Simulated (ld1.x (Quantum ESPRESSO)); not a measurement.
**Transferability test, TM potential for tellurium**

```json
{
  "Element": "tellurium (Te)",
  "Generator": "ld1.x (Quantum ESPRESSO) 7.5",
  "Type": "norm-conserving Troullier–Martins (Kleinman–Bylander form)",
  "Functional": "Wu–Cohen",
  "Relativity": "scalar-relativistic",
  "Frozen core": "[Kr]",
  "Valence charge": "16",
  "Reference configuration": "4d10 5s2 5p4",
  "Partial waves": "5s (bound): rc 1.85 bohr; 5p (bound): rc 2.20 bohr; 4d (bound): rc 0.85 bohr",
  "Local potential": "the d channel",
  "Core correction": "a·sin(br)/r model core, default radius (core density twice the valence density)"
}
```

Energies are relative to the spin-unpolarised reference configuration 4d10 5s2 5p4; without spin polarisation the order of configurations can differ from experiment.

```csv
valence configuration,charge,ΔE all-electron (eV),error AE − PS (meV)
4d10 5s2 5p3,+1,9.761,-0.7
4d10 5s2 5p2,+2,27.754,+1.8
4d10 5s2 5p1,+3,54.750,+9.2
4d10 5s2 5p3.5,+0.5,3.909,-0.6
4d9 5s2 5p5,0,38.176,-351
4d10 5s2 5p4.3,-0.3,-1.471,+0.5
```

(1) What are ΔE and the potential's error for 4d10 5s2 5p0?

Levels in the configuration 4d10 5s2 5p3:

```
level  all-electron (eV)  pseudo (eV)
   4d            -50.627      -50.563
   5s            -23.534      -23.526
   5p            -13.732      -13.728
```

Note: ghost states, extra bound levels that the all-electron valence spectrum of the same l lacks: s at -283.4 eV, p at -98.3 eV. A true bound ghost makes a file unfit for plane-wave use.

Answers

(1) ΔE = 91.321 eV all-electron; the error (AE − PS) is +18 meV.
